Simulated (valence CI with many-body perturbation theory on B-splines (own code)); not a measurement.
The numbers below are computed, except where a source is named.
**Ba⁴⁰⁺: what each term of the Hamiltonian does**

Level of theory: relativistic CI+MBPT: six valence electrons over a frozen Dirac-Fock core [Ne], radial functions for each j: 9 s, 9 p, 8 d, 6 f, 3 g, 1 h, with the one-electron correlation potential Σ1 (screened to all orders), the two-electron term Σ2, the three-electron term Σ3, Breit, model QED; selected single and double excitations, second order for the rest, scaled by the run's own slope (own B-spline code, finite nucleus).

No measured spectrum was set against this ion. As an estimate, large intervals hold to a few tenths of a per cent, small ones and those within an open d or f shell to about a per cent. Among the levels kept, up to 1100 cm⁻¹ of a level comes from second order outside the variational space, and about a tenth of that is noise between levels of different J, which matters for small intervals.

Each rung adds one term. CI alone is the Dirac-Coulomb CI over the frozen core; QED comes last and gives the full result, which names the levels. Energies are above (3s^2 3p1/2^2 3p3/2^2) J=2 on the same rung, in eV.

Levels are named by their leading jj configuration (3d3/2^4 stands for four electrons in 3d with j = 3/2), which in mixed levels can hold well under half, so a name can repeat and another be missing. Letters in brackets count levels of one name in rising energy.

```csv
Level,CI alone,Σ1,Σ2,Σ3,Breit,QED,Full
(3s^2 3p1/2^2 3p3/2^2) J=0,13.32,+0.002,-0.045,-0.047,+0.169,-0.002,13.40
(3s^2 3p1/2 3p3/2^3) J=1,91.16,+0.088,+0.093,+0.006,-1.163,+0.155,90.34
(3s^2 3p1/2 3p3/2^3) J=2,98.58,+0.089,+0.060,-0.020,-1.339,+0.154,97.52
(3s^2 3p1/2^2 3p3/2 3d3/2) J=2,164.04,-0.194,-0.323,-0.139,-0.430,-0.217,162.74
(3s^2 3p1/2^2 3p3/2 3d3/2) J=1,168.05,-0.190,-0.309,-0.133,-0.391,-0.251,166.78
(3s^2 3p1/2^2 3p3/2 3d3/2) J=0,169.32,-0.192,-0.292,-0.151,-0.227,-0.221,168.23
(3s^2 3p1/2^2 3p3/2 3d3/2) J=3,169.85,-0.187,-0.320,-0.171,-0.681,-0.199,168.29
(3s^2 3p1/2^2 3p3/2 3d5/2) J=2,186.64,-0.116,-0.240,-0.048,-0.994,-0.395,184.85
(3s^2 3p1/2^2 3p3/2 3d5/2) J=4,189.23,-0.114,-0.306,-0.170,-1.402,-0.143,187.10
(3s^2 3p3/2^4) J=0,194.98,+0.174,+0.151,-0.037,-2.391,+0.293,193.17
(3s^2 3p1/2^2 3p3/2 3d5/2) J=3,206.46,-0.122,-0.528,-0.281,-1.252,-0.145,204.13
(3s^2 3p1/2^2 3p3/2 3d5/2) J=1,211.21,-0.113,-0.401,-0.241,-0.972,-0.267,209.21
(3s 3p1/2^2 3p3/2^3) J=2,217.19,-0.117,-0.293,+0.013,-0.517,-0.936,215.34
(3s 3p1/2^2 3p3/2^3) J=1,230.33,-0.116,-0.316,-0.009,-0.549,-0.837,228.50
(3s^2 3p1/2 3p3/2^2 3d3/2) J=2 [a],249.69,-0.107,-0.230,-0.100,-1.764,-0.051,247.44
(3s^2 3p1/2 3p3/2^2 3d3/2) J=0,249.78,-0.106,-0.178,-0.090,-1.658,-0.097,247.65
(3s^2 3p1/2 3p3/2^2 3d3/2) J=1 [a],250.54,-0.108,-0.243,-0.100,-1.567,-0.148,248.38
(3s^2 3p1/2 3p3/2^2 3d3/2) J=3 [a],255.21,-0.102,-0.231,-0.128,-2.051,-0.046,252.65
(3s^2 3p1/2 3p3/2^2 3d3/2) J=4,262.53,-0.104,-0.222,-0.178,-2.248,-0.049,259.73
(3s^2 3p1/2 3p3/2^2 3d3/2) J=2 [b],270.30,-0.102,-0.313,-0.197,-1.803,-0.066,267.82
(3s^2 3p1/2 3p3/2^2 3d5/2) J=3 [a],270.90,-0.030,-0.232,-0.109,-2.474,+0.008,268.06
(3s^2 3p1/2 3p3/2^2 3d5/2) J=4 [a],272.72,-0.029,-0.197,-0.141,-2.532,+0.007,269.83
(3s^2 3p1/2 3p3/2^2 3d5/2) J=1 [a],277.70,-0.030,-0.175,-0.095,-2.340,-0.139,274.92
(3s^2 3p1/2 3p3/2^2 3d5/2) J=0,277.53,-0.030,-0.088,-0.033,-2.140,-0.277,274.97
(3s^2 3p1/2 3p3/2^2 3d5/2) J=4 [b],281.28,-0.028,-0.225,-0.163,-2.830,+0.009,278.04
(3s^2 3p1/2 3p3/2^2 3d3/2) J=3 [b],283.80,-0.103,-0.696,-0.353,-1.934,-0.055,280.66
(3s^2 3p1/2 3p3/2^2 3d5/2) J=5,284.12,-0.026,-0.183,-0.194,-3.013,-0.003,280.70
(3s^2 3p1/2 3p3/2^2 3d3/2) J=2 [c],285.53,-0.105,-0.795,-0.316,-1.644,-0.193,282.48
(3s^2 3p1/2 3p3/2^2 3d3/2) J=1 [b],287.04,-0.098,-0.741,-0.263,-1.595,-0.212,284.13
(3s^2 3p1/2 3p3/2^2 3d5/2) J=2 [a],295.73,-0.026,-0.259,-0.254,-2.245,+0.004,292.95
(3s^2 3p1/2 3p3/2^2 3d3/2) J=1 [c],297.45,-0.096,-0.855,-0.357,-1.559,-0.250,294.33
```

The middle columns are the shifts that each term adds.

**Question.** How does the ionisation energy move along the ladder, and which term matters most?

**Answer.** CI alone 2997.8, + Σ1 2998.6, + Σ2 2998.8, + Σ3 2998.1, + Breit 2996.2, + QED 2996.1 eV. The largest step is Breit, -2.0 eV. NIST lists 2994 ± 4 eV (theoretical).
